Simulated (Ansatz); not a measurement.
Frontier orbitals of C7H9N (`Cc1cncc(C)c1`).

Charge 0, multiplicity 1. The structure was optimised at the PBE0-D4/def2-TZVP level. Basis def2-TZVPP, Ansatz 0.2.0.

A caution on the coupled-cluster cation, which keeps the state that its UHF reference found: spin contamination of the cation.

```
 functional  HOMO (eV)  LUMO (eV)  gap (eV)
LDA (SPW92)      -5.73      -1.89      3.84
        PBE      -5.63      -1.65      3.98
     revPBE      -5.58      -1.56      4.02
     r2SCAN      -5.95      -1.49      4.46
     B97M-V      -6.16      -1.44      4.72
       PBE0      -7.10      -0.74      6.36
      BHLYP      -7.87       0.28      8.15
  CAM-B3LYP      -8.30       0.34      8.64
    LC-ωPBE      -9.57       1.38     10.95
    ωB97M-V      -9.15       1.28     10.43
```

Q: What is the vertical ionisation energy at frozen-core CCSD(T)/CBS(def2)? (An estimate is asked.)

A: Ansatz gave: 9.22 eV (T1 of the cation 0.020).

Against PBE, PBE0 changes HOMO and LUMO by −1.47 and +0.91 eV, ωB97M-V by −3.52 and +2.93 eV. A gap of 3.98 eV thus becomes 10.43 eV for the same molecule, so an orbital gap means little without its functional. A positive LUMO is unbound and depends on the basis. −ε(HOMO) differs from that ionisation energy by −3.59 eV with PBE and −0.07 eV with ωB97M-V.

LC-ωPBE has ω = 0.4 bohr⁻¹.
